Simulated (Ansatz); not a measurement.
# Worked example: the enthalpy of formation of CBr2ClF (dibromochlorofluoromethane)

CBr2ClF: 5 atoms, total charge 0, spin state singlet. As SMILES, `FC(Cl)(Br)Br`. The coordinates come from a PBE0-D4/def2-TZVP relaxation.

Total energies at SVWN5/cc-pVDZ (Ansatz 0.2.0); the atoms run unrestricted:

| species | state | energy (Eh) |
| --- | --- | --- |
| CBr2ClF | singlet | -5736.855925 |
| F | doublet | -99.060198 |
| C | triplet | -37.457783 |
| Cl | doublet | -458.638416 |
| Br | doublet | -2570.518796 |

Harmonic wavenumbers at PBE0-D4/def2-TZVP, in cm⁻¹: 160, 196, 270, 314, 348, 475, 756, 814, 1117.

Measured heats of formation of the gaseous atoms at 298.15 K, in kJ/mol: F 79.4, C 716.9, Cl 121.3, Br 111.9. Spin-orbit lowering of the atoms at 298 K (mean of the ground term's levels less their thermal mean, from spectra), in kJ/mol: F 1.29, C 0.02, Cl 3.44, Br 14.69. Take 1 Eh = 2625.50 kJ/mol, 1 cm⁻¹ = 0.0119627 kJ/mol, RT = 2.479 kJ/mol.

What heat of formation follows?


1. Electronic atomisation energy: (-99.060198) + (-37.457783) + (-458.638416) + 2 × (-2570.518796) − (-5736.855925) = 0.661936 Eh = 1737.9 kJ/mol.
2. Zero-point energy: half the sum of the wavenumbers, 2225 cm⁻¹ = 26.6 kJ/mol.
3. Thermal vibrational enthalpy, Σ hcν̃/(exp(hcν̃/kT) − 1): 7.5 kJ/mol. Translation, rotation and pV of a non-linear molecule: 4 RT = 9.9 kJ/mol.
4. The 5 free atoms carry 5/2 RT each: 31.0 kJ/mol.
5. Spin-orbit coupling lowers the free atoms by 1.29 + 0.02 + 3.44 + 2 × 14.69 = 34.1 kJ/mol.
6. Atomisation enthalpy at 298 K: 1737.9 − 34.1 − 26.6 − 7.5 − 9.9 + 31.0 = 1690.8 kJ/mol.
7. Sum of the atoms' heats of formation: 1141.4 kJ/mol. Heat of formation: 1141.4 − 1690.8 = -549.4 kJ/mol.

The tabulated value is -187.4 kJ/mol (Active Thermochemical Tables), so this level is off by -362.0 kJ/mol, or 27.2 % of the atomisation enthalpy that the table implies (1328.7 kJ/mol). The LDA overbinds, which puts heats of formation too low. Relativity is left out. Anharmonicity and any spin-orbit splitting of the molecule are left out.
